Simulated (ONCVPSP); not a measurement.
## What one change does to a pseudopotential (carbon, ONCV)

* Element: C
* Generator: ONCVPSP 4.0.1
* Type: optimised norm-conserving Vanderbilt (ONCV)
* Functional: PBE
* Relativity: scalar-relativistic
* Frozen core: [He]
* Valence charge: 4
* Reference configuration: 2s1.5 2p2.5
* Partial waves: 2s: rc 1.35 bohr, ncon 4, nbas 7, qcut 3.9 1/bohr, local; 2p: rc 2.60 bohr, ncon 4, nbas 8, qcut 4.2 1/bohr, 2 projectors, debl 3 Ha
* Local potential: the s channel
* Core correction: Teter function, fcfact 4, rcfact 1.25

All-electron outer shells of the reference configuration (PBE, scalar-relativistic, ld1.x):

| shell | level (eV) | outermost node (bohr) | outermost maximum (bohr) |
| --- | --- | --- | --- |
| 1s | -273.88 | – | 0.17 |
| 2s | -13.98 | 0.38 | 1.22 |
| 2p | -5.51 | – | 1.20 |

Change: all radii but the core radius scaled by about 1.33 (s 1.80, p 3.46 bohr).

Cutoffs: the cutoffs (Ha) at which the residual kinetic energy of the hardest occupied pseudo-wave falls to 1 and 0.1 mHa per electron; they do not see the model core or the augmentation charge, which bear on the density cutoff. Errors are all-electron minus pseudo energies relative to the spin-unpolarised reference configuration.

Q: How do hardness, ghosts and transferability respond?

A: The potential gets softer (50 Ha and 66 Ha → 7.0 Ha and 32 Ha); the number of tests with a reliable result goes from 4 to 3; of the 3 tests that both files solve, the error grows in 3 and shrinks in 0 by more than 15 % and 0.3 meV (median size 220.1 → 340.1 meV); neither file shows a bound ghost. A larger radius leaves more room for a smooth pseudo-wave, so fewer plane waves are needed. More of the atom is replaced by a form fitted at one configuration, so other configurations suffer.

| quantity | base | changed |
| --- | --- | --- |
| cutoff, loose | 50 Ha | 7.0 Ha |
| cutoff, tight | 66 Ha | 32 Ha |
| loose cutoff by channel | s 50 Ha, p 7.5 Ha | s 7.0 Ha, p 5.8 Ha |
| bound ghosts | none | none |
| GHOST(+) flags under 300 eV | none | p at 86.9 eV |
| tests with a reliable result | 4 of 4 | 3 of 4 |
| error for 2s2 2p2, meV [ΔE -4.24 eV] | -10 | -30 |
| error for 2s2 2p1, meV [ΔE 6.63 eV] | +220 | +340 |
| error for 2s2 2p0, meV [ΔE 30.78 eV] | +1371 | +2493 |
| rms error of d²Exc/dni dnj with the model core, mHa | 1.17 | 1.22 |
